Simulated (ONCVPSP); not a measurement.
u(r) = r·R(r): atom against pseudo-atom (arsenic)

Columns: radius, all-electron u(r) and pseudo u(r) of the 3p shell (level -138.31 eV) of arsenic in the configuration [Ne] 3s2 3p6 3d10 4s2 4p2.5; PBE, scalar-relativistic, ONCV scheme, ONCVPSP 4.0.1.

```
r (bohr)  all-electron  pseudo
   0.057       -0.5115  0.0427
   0.115       -0.7285  0.1668
   0.172       -0.4366  0.3514
   0.230        0.0704  0.5771
   0.288        0.5670  0.8112
   0.345        0.9479  1.0214
   0.402        1.1997  1.1896
   0.460        1.3364  1.3039
   0.518        1.3779  1.3560
   0.575        1.3529  1.3508
   0.632        1.2853  1.2991
   0.690        1.1904  1.2119
   0.747        1.0845  1.1058
   0.805        0.9727  0.9892
   0.862        0.8647  0.8753
   0.920        0.7605  0.7658
   0.977        0.6658  0.6678
   1.035        0.5781  0.5785
   1.092        0.5009  0.5008
   1.150        0.4311  0.4310
   1.208        0.3698  0.3697
   1.265        0.3172  0.3171
   1.322        0.2714  0.2713
   1.380        0.2310  0.2310
   1.438        0.1964  0.1964
   1.495        0.1672  0.1671
```

(1) How many radial nodes do the two functions have?

(2) At about which radius was the pseudo-wave matched?

(3) Where does each function peak?

(4) Is the pseudo-wave norm-conserving?

## Answers

(1) The all-electron 3p function has n − l − 1 = 1; the pseudo-wave has 0, since the states of the same l below it are removed with the core.

(2) 1.15 bohr. The columns agree to 0.0005 from 1.03 bohr on; several derivatives are matched, so the curves merge somewhat inside the radius.

(3) Outermost all-electron maximum near 0.52 bohr, pseudo maximum near 0.52 bohr (to the table’s step).

(4) Yes: the ONCV scheme keeps the norm inside the radius equal to the all-electron one, which fixes the energy derivative of the logarithmic derivative at the level.
